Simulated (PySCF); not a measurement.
A geometry optimisation on H4O4Sn2.

Computed with PBE0-D3(BJ)/def2-SVP geometry optimisation, gas phase, def2 core potentials past Kr (PySCF 2.14.0). Start geometry: GFN2-xTB. The input is one job of a driver script: a line of settings, then coordinates in Å.

Input:
```
{"job": {"xc": "PBE0", "basis": "def2-SVP", "d3": "d3bj", "grid": 1, "maxiter": 30, "shake": 0.03, "kind": "geom"}, "charge": 0, "multiplicity": 1}
Sn    -0.627920     0.150470    -1.991230
O     -0.451370    -1.796070    -1.828820
O      1.086150     0.942100    -0.816340
Sn     0.352700     1.746230     1.193970
O      0.778400     0.204260     2.421050
O     -1.529920     0.735060     0.105220
H     -0.073630    -2.204480    -1.027520
H      2.072230     0.600000    -0.896370
H      0.740820    -0.682340     2.262170
H     -2.222810     0.228020     0.582270
```

Output:
```
step   0  E = -731.47744898  max force = 0.083960
step   1  E = -731.49825939  max force = 0.017432
step   2  E = -731.50307616  max force = 0.009550
step   3  E = -731.50432426  max force = 0.004806
step   4  E = -731.50510883  max force = 0.002577
step   5  E = -731.50525597  max force = 0.001018
step   6  E = -731.50533221  max force = 0.000720
step   7  E = -731.50553116  max force = 0.001725
step   8  E = -731.50576418  max force = 0.001173
step   9  E = -731.50311098  max force = 0.013515
... (11 lines left out)
step  21  E = -731.51032928  max force = 0.000440
step  22  E = -731.51033550  max force = 0.000456
step  23  E = -731.51035281  max force = 0.000333
step  24  E = -731.51037743  max force = 0.000509
step  25  E = -731.51039571  max force = 0.000589
step  26  E = -731.51041368  max force = 0.000527
step  27  E = -731.51042851  max force = 0.000475
step  28  E = -731.51043687  max force = 0.000706
step  29  E = -731.51043488  max force = 0.000743
step  30  E = -731.51043284  max force = 0.000383
optimisation converged
```

Energies in Eh; «max force» is the largest Cartesian gradient component in Eh/bohr.

Task: How much energy does the optimisation release, in kcal/mol?

Result: E(step 0) − E(last step) = 0.032984 Eh, which is 20.7 kcal/mol.

Task: Give the first gradient maximum in eV/Å.

Result: With 1 Eh/bohr = 51.422 eV/Å, 4.317 eV/Å.

In short: final energy -731.51043 Eh after 30 steps; dipole 2.65 D.

Task: How long does this job take on one thread of an Intel Xeon Platinum 8259CL at 2.50 GHz, on a shared host? And the peak memory of the process?

Result: About 7.1 min, with 0.55 GiB resident at the peak, the Python interpreter and its libraries included.
Labels such as C1 count atoms from 1, the log's own numbers from 0.
